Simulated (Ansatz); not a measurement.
CH8Si2, charge +1, quartet, geometry from GFN2-xTB of the parent state (a state made from the parent by changing its charge; the spin is typed, not shown lowest); PBE0/STO-3G in Ansatz (a first-principles code).

Input for Ansatz:
Ansatz 0.2 input:
```yaml
crystal:
  periodic: [false, false, false]
  atoms:
    - {symbol: Si, position_ang: [1.45200079, 0.71313090, 0.00270046]}
    - {symbol: C, position_ang: [0.27522516, -0.85140181, -0.15436923]}
    - {symbol: Si, position_ang: [-1.59083831, -0.28364068, 0.07517120]}
    - {symbol: H, position_ang: [2.64889478, -0.13128355, -0.21992103]}
    - {symbol: H, position_ang: [1.16408409, 1.65523852, -1.06947553]}
    - {symbol: H, position_ang: [1.34545205, 1.27682876, 1.34095165]}
    - {symbol: H, position_ang: [0.53591313, -1.59239911, 0.59940417]}
    - {symbol: H, position_ang: [0.40596155, -1.32126551, -1.12768606]}
    - {symbol: H, position_ang: [-1.96221965, 0.63112564, -0.99501694]}
    - {symbol: H, position_ang: [-1.78085169, 0.25271588, 1.41541025]}
    - {symbol: H, position_ang: [-2.06485999, -1.67541277, -0.10765440]}
basis:
  gaussian:
    orbitals: STO-3G
hamiltonian:
  xc: pbe0
total_charge: 1
magnetization: {spin_polarized: true, initial_magnetization: 3}
```

It wrote (shortened):

```
Functional definition: PBE0
369 factors; integrals over basis functions are off by at most 4.2e-5 eV
mean field evaluation 1: about -16695.4793 eV, gradient 1.9e1 eV
mean field evaluation 2: about -16686.3629 eV, gradient 3.8e1 eV
mean field evaluation 4: about -16699.7346 eV, gradient 3.2e0 eV
mean field evaluation 8: about -16699.8125 eV, gradient 6.6e-2 eV
mean field evaluation 16: about -16699.8126 eV, gradient 1.1e-4 eV
mean field evaluation 32: about -16698.6517 eV, gradient 5.0e-1 eV
mean field -16699.81263966 eV, -613.7067949679 hartree, gradient 7.6e-6 eV, S^2 3.754351; 5 other end points of the search recorded, 0 dependent functions left out
reference -16699.81265735 eV, -613.7067956181 hartree; 22, 19 occupied and 9, 12 virtual orbitals, 369 factors
Total energy: -16699.81265735 eV, -613.7067956181 hartree
```
